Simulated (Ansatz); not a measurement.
The lowest singlet and triplet of ClIn (SMILES [Cl][In]); geometries from B3LYP-D3(BJ)/def2-TZVP, each state relaxed from the structure named, with no frequency check.
Singlet (charge 0, multiplicity 1):
```
atom   x (Å)   y (Å)    z (Å)
----  ------  ------  -------
Cl    0.0000  0.0000  -1.8123
In    0.0000  0.0000   0.6287
```
Triplet (charge 0, multiplicity 3):
```xyz
2

Cl     0.0000     0.0000    -1.7837
In     0.0000     0.0000     0.6188
```

A positive gap puts the triplet lower; no zero-point energy. R- takes a restricted singlet. U- takes an unrestricted singlet (broken symmetry where lower, unprojected). The triplet is unrestricted in single-reference levels. Active spaces average the two states.

Correlated levels freeze the cores. Filled d and f shells under p-block atoms count as core.

Codes used: Ansatz (Gaussian orbitals).  In def2 rows elements past Kr take small-core potentials, without spin–orbit coupling.

```json
[
 {"level": "R-HF/def2-SVP", "gap E(singlet) − E(triplet), adiabatic (kcal/mol)": "-60.51"},
 {"level": "U-r2SCAN/def2-TZVPP", "gap E(singlet) − E(triplet), adiabatic (kcal/mol)": "-77.90"},
 {"level": "U-B2PLYP/def2-TZVPP", "gap E(singlet) − E(triplet), adiabatic (kcal/mol)": "-80.19"},
 {"level": "U-SCS-MP2/def2-TZVPP", "gap E(singlet) − E(triplet), adiabatic (kcal/mol)": "-74.38"},
 {"level": "U-CCSD/def2-SVP", "gap E(singlet) − E(triplet), adiabatic (kcal/mol)": "-73.20"},
 {"level": "R-CCSD(T)/def2-QZVPP", "gap E(singlet) − E(triplet), adiabatic (kcal/mol)": "-74.48"},
 {"level": "SA-CASSCF(2,3)/def2-TZVPP", "gap E(singlet) − E(triplet), adiabatic (kcal/mol)": "-74.13"},
 {"level": "SA-CASSCF(2,3)/def2-QZVPP", "gap E(singlet) − E(triplet), adiabatic (kcal/mol)": "-74.00"},
 {"level": "SC-NEVPT2 on SA-CASSCF(2,3)/def2-TZVPP", "gap E(singlet) − E(triplet), adiabatic (kcal/mol)": "(withheld)"}
]
```

Problem. What belongs in the gaps?

Solution. 
- SC-NEVPT2 on SA-CASSCF(2,3)/def2-TZVPP, gap E(singlet) − E(triplet), adiabatic (kcal/mol): -76.07

Ansatz is an electronic-structure program.
